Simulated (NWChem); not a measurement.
Program: NWChem. System: H4P2, charge 0, spin multiplicity 1, at a geometry optimised with B3LYP/def2-SVP. Level: CCSD(T)/cc-pVDZ, 10 core orbitals frozen, spin-restricted.

Job file:

```
start mol
memory heap 100 mb stack 700 mb global 1900 mb
geometry units angstroms nocenter noautoz noautosym
  P      1.008557     0.521693     0.000000
  P     -1.008557    -0.521693     0.000000
  H      1.540850    -0.316327     1.031272
  H      1.540850    -0.316327    -1.031272
  H     -1.540850     0.316327     1.031272
  H     -1.540850     0.316327    -1.031272
end
basis spherical
  * library cc-pvdz
end
scf
  rhf
  nopen 0
  maxiter 100
  thresh 1e-7
  semidirect memsize 60000000 filesize 0
end
ccsd
  freeze core 10
  maxiter 60
end
task ccsd(t) energy
```

Part of the output:

```
             Northwest Computational Chemistry Package (NWChem) 7.3.0
             --------------------------------------------------------

                                NWChem Input Module
                                -------------------

 Scaling coordinates for geometry "geometry" by  1.889725989
 (inverse scale =  0.529177249)

                             Geometry "geometry" -> ""
                             -------------------------

 Output coordinates in angstroms (scale by  1.889725989 to convert to a.u.)

  No.       Tag          Charge          X              Y              Z
 ---- ---------------- ---------- -------------- -------------- --------------
    1 P                   15.0000     1.00855700     0.52169300     0.00000000
    2 P                   15.0000    -1.00855700    -0.52169300     0.00000000
    3 H                    1.0000     1.54085000    -0.31632700     1.03127200
    4 H                    1.0000     1.54085000    -0.31632700    -1.03127200
    5 H                    1.0000    -1.54085000     0.31632700     1.03127200
    6 H                    1.0000    -1.54085000     0.31632700    -1.03127200

 Effective nuclear repulsion energy (a.u.)      87.2530053904

            Nuclear Dipole moment (a.u.)
            ----------------------------
        X                 Y               Z
 ---------------- ---------------- ----------------
     0.0000000000     0.0000000000     0.0000000000


 Summary of "ao basis" -> "" (spherical)
 ------------------------------------------------------------------------------
       Tag                 Description            Shells   Functions and Types
 ---------------- ------------------------------  ------  ---------------------
 *                          cc-pvdz                   on all atoms

 Summary of "ao basis" -> "ao basis" (spherical)
 ------------------------------------------------------------------------------
       Tag                 Description            Shells   Functions and Types
 ---------------- ------------------------------  ------  ---------------------
 P                          cc-pvdz                  8       18   4s3p1d
[...]
 ccsd(t): done        9 out of       39 progress:   23.1%
 ccsd(t): done       10 out of       39 progress:   25.6%
 ccsd(t): done       11 out of       39 progress:   28.2%
 ccsd(t): done       12 out of       39 progress:   30.8%
 ccsd(t): done       13 out of       39 progress:   33.3%
 ccsd(t): done       14 out of       39 progress:   35.9%
 ccsd(t): done       15 out of       39 progress:   38.5%
 ccsd(t): done       16 out of       39 progress:   41.0%
 ccsd(t): done       17 out of       39 progress:   43.6%
 ccsd(t): done       18 out of       39 progress:   46.2%
 ccsd(t): done       19 out of       39 progress:   48.7%
 ccsd(t): done       20 out of       39 progress:   51.3%
 ccsd(t): done       21 out of       39 progress:   53.8%
 ccsd(t): done       22 out of       39 progress:   56.4%
 ccsd(t): done       23 out of       39 progress:   59.0%
 ccsd(t): done       24 out of       39 progress:   61.5%
 ccsd(t): done       25 out of       39 progress:   64.1%
 ccsd(t): done       26 out of       39 progress:   66.7%
 ccsd(t): done       27 out of       39 progress:   69.2%
 ccsd(t): done       28 out of       39 progress:   71.8%
 ccsd(t): done       29 out of       39 progress:   74.4%
 ccsd(t): done       30 out of       39 progress:   76.9%
 ccsd(t): done       31 out of       39 progress:   79.5%
 ccsd(t): done       32 out of       39 progress:   82.1%
 ccsd(t): done       33 out of       39 progress:   84.6%
 ccsd(t): done       34 out of       39 progress:   87.2%
 ccsd(t): done       35 out of       39 progress:   89.7%
 ccsd(t): done       36 out of       39 progress:   92.3%
 ccsd(t): done       37 out of       39 progress:   94.9%
 ccsd(t): done       38 out of       39 progress:   97.4%
 ccsd(t): done       39 out of       39 progress:  100.0%
 Time for integral evaluation pass     1        1.46
 Time for triples evaluation pass      1        0.18

 pseudo-e(mp4)  -0.89764457569727E-02
 pseudo-e(mp5)   0.20233219771252E-03
        e(t)    -0.87741135592602E-02

 --------------
 CCSD(T) Energy
 --------------
 Reference energy:                    -683.793137322261146

 CCSD corr. energy:                     -0.296975651479471
 T(CCSD) corr. energy:                  -0.008976445756973
 Total CCSD+T(CCSD) energy:           -684.099089419497545

 CCSD corr. energy:                     -0.296975651479471
 (T) corr. energy:                      -0.008774113559260
 Total CCSD(T) energy:                -684.098887087299886

 routine      calls  cpu(0)   cpu-min  cpu-ave  cpu-max   i/o
 aoccsd          1     0.00     0.00     0.00     0.00    0.00
 iterdrv         1     0.00     0.00     0.00     0.00    0.00
 pampt          11     0.01     0.01     0.01     0.01    0.00
 t2pm           11     0.02     0.02     0.02     0.02    0.00
 sxy            11     0.12     0.12     0.12     0.12    0.00
 ints      1813196    16.73    16.73    16.73    16.73    0.00
 t2eri        4466     0.58     0.58     0.58     0.58    0.00
 idx2         4466     0.09     0.09     0.09     0.09    0.00
 idx34          11     0.01     0.01     0.01     0.01    0.00
 ht2pm          11     0.03     0.03     0.03     0.03    0.00
 itm            11     0.08     0.08     0.08     0.08    0.00
 pdiis          11     0.00     0.00     0.00     0.00    0.00
 triples         1     0.00     0.00     0.00     0.00    0.00
 rdtrpo          1     0.00     0.00     0.00     0.00    0.00
 trpmos          1     1.46     1.46     1.46     1.46    0.00
 trpdrv          1     0.03     0.03     0.03     0.03    0.00
 dovvv       15288     0.07     0.07     0.07     0.07    0.00
 doooo       15288     0.02     0.02     0.02     0.02    0.00
 tengy       13377     0.07     0.07     0.07     0.07    0.00
 Total                19.30    19.30    19.30    19.30    0.00

 Task  times  cpu:       21.5s     wall:       21.5s

 Total times  cpu:       21.5s     wall:       21.5s
```
